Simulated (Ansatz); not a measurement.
This geometry of AlH₆N₃ (10 atoms, charge 0, multiplicity 1) is a first-order saddle point.

The calculation used RKS PBE0-D4/6-31G (Ansatz).

```xyz
10
Properties=species:S:1:pos:R:3
N -0.997 0.489 -1.387
Al 0.013 -0.025 0.003
N 0.526 -1.744 0.212
N 0.496 1.245 1.174
H -1.316 1.431 -1.558
H -1.319 -0.151 -2.098
H 1.386 -2.123 -0.155
H -0.003 -2.445 0.707
H 0.243 2.220 1.113
H 1.054 1.053 1.992
```

Which two structures does it join? (They come from a converged band through this point; their orientation in space is the band's.)

No bond is made or broken. The dihedral N1–Al2–N3–H8 goes from 21 to -159°. The two ends are copies of one structure, up to a mirror image or an exchange of like atoms.

Image 0:

```xyz
10
Properties=species:S:1:pos:R:3
N -1.495 0.327 -0.924
Al 0.008 -0.005 0.000
N 0.544 -1.697 0.264
N 0.975 1.355 0.660
H -1.706 1.209 -1.365
H -2.233 -0.347 -1.065
H 1.181 -1.981 0.994
H 0.248 -2.480 -0.298
H 0.614 2.283 0.818
H 1.947 1.284 0.920
```

Image 6:

```xyz
10
Properties=species:S:1:pos:R:3
N -1.490 0.328 -0.929
Al 0.008 -0.005 0.001
N 0.542 -1.698 0.266
N 0.973 1.355 0.664
H -1.697 1.209 -1.374
H -2.229 -0.345 -1.073
H 0.247 -2.480 -0.299
H 1.173 -1.985 0.999
H 0.609 2.282 0.826
H 1.946 1.287 0.921
```

How far does it lie above each of them?

0.116 eV above the first and 0.116 eV above the second. This is the barrier of this one path; another mechanism may lie lower. Limits of this set-up: no polarisation functions.

Run time: 3.1 min on 1 thread of Intel(R) Xeon(R) Processor @ 2.50GHz (Skylake/Cascade Lake), on a shared host, peak memory 0.13 GiB.
